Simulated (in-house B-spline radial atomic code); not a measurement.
**The iron ion Fe³⁺: [Ne] 3s2 3p5 3d5 6g1 (an excited or competing configuration)**

Method: Dirac-Hartree-Fock, average of configuration, Fermi nucleus of rms radius 3.7377 fm. Calculated with a B-spline radial code for spherical atoms.

Effective charges: Z_r = [3n² - l(l+1)]/(2<r>) from the radius, Z_e = n√(-2ε) from the energy, and Slater's rules. Values are occupation-weighted means over j.

```csv
shell,electrons,ε (eV),<r> (bohr),Z_r,Z_e,Slater
1s,2,-7242.4,0.05841,25.68,23.07,25.70
2s,2,-944.76,0.265,22.64,16.67,21.85
2p,6,-810.54,0.235,21.28,15.44,21.85
3s,2,-170.76,0.7942,17.00,10.63,15.10
3p,5,-131.65,0.8287,15.08,9.33,15.10
3d,5,-71.664,0.9136,11.49,6.89,7.60
6g,1,-6.0489,10.99,4.00,4.00,-
```

The least bound orbital is 6g9/2 at -6.049 eV, and it is also the most diffuse (<r> = 10.99 bohr).

Spin-orbit splittings of the orbital energies (j = l + 1/2 above j = l - 1/2 when positive): 2p 12.7 eV, 3p 1.718 eV, 3d 0.1892 eV, 6g 3.448e-05 eV.

For the 1s electron the small component carries 0.875 % of the norm, the zero-frequency Breit interaction raises the level by 8.341 eV, self-energy by 4.123 eV, and vacuum polarisation lowers it by 0.3514 eV.
